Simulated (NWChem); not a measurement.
System: AlPH$_{4}$O$_{2}$; SMILES [OH][Al]([OH])[PH2]

Input file for NWChem:

```
start job
memory heap 200 mb stack 900 mb global 1100 mb
geometry units angstroms noautoz
  Al     0.011413    -0.392063     0.000000
  O     -0.031728    -1.186157    -1.517459
  H     -0.095038    -2.141318    -1.633481
  O     -0.031728    -1.186157     1.517459
  H     -0.095038    -2.141318     1.633481
  P     -0.030592     1.933663     0.000000
  H      0.929266     2.052673     1.047173
  H      0.929266     2.052673    -1.047173
end
basis spherical
  * library 6-31g*
end
dft
  xc xwpbe 1.00 cpbe96 1.0 hfexch 1.00
  cam 0.8 cam_alpha 0.0 cam_beta 1.0
  iterations 150
  vectors input atomic output neutral.movecs
end
task dft energy
charge 1
dft
  odft
  mult 2
  vectors input atomic output cation.movecs
end
task dft energy
```

Coordinates come from a B3LYP/6-31G* (spherical d) optimisation.

Ions are spin-unrestricted doublets at the neutral geometry; other ion states weren't tried. Functional: LC-ωPBE (HJS hole) with 6-31G*; the question gives the range parameter ω in 1/bohr.

Q: Predict the main results of this run. (LC-wPBE (HJS exchange hole, range parameter 0.8 per bohr)/6-31G* (spherical d), vertical spin-unrestricted ions.) Quantities: vertical ionisation energy, ΔSCF (eV); −ε(HOMO) (eV).

A: 
```yaml
vertical ionisation energy, ΔSCF (eV): 9.60
"−ε(HOMO) (eV)": 10.50
```
